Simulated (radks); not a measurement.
Results of a calculation; reference values are marked as such.
The nuclear charge of neutral carbon is varied continuously with 6 electrons held in [He] 2s2 2p2. Code: a radial shooting solver on a logarithmic mesh with Libxc functionals. Model: non-relativistic Kohn-Sham, PBE, spin-polarised, spherical densities, point nucleus; open shells are filled with parallel spins first. By the Hellmann-Feynman theorem dE/dZ = E(electron-nucleus)/Z, the electronic potential at the nucleus.

| Z | E (hartree) | E(electron-nucleus)/Z (hartree) | HOMO | e(HOMO) (eV) | <r> HOMO (bohr) |
|---|---|---|---|---|---|
| 5.75 | -34.21716 | -13.9272 | 2p | -3.283 | 1.957 |
| 6 | -37.79369 | -14.6847 | 2p | -6.099 | 1.746 |
| 6.25 | -41.55933 | -15.4403 | 2p | -9.397 | 1.584 |
| 6.5 | -45.51372 | -16.1947 | 2p | -13.159 | 1.453 |
| 6.75 | -49.65661 | -16.9483 | 2p | -17.374 | 1.344 |
| 7 | -53.98782 | -17.7013 | 2p | -22.037 | 1.252 |

The central difference of E at Z = 6 is -14.684 hartree, to compare with the third column; the second derivative is -3.03 hartree.
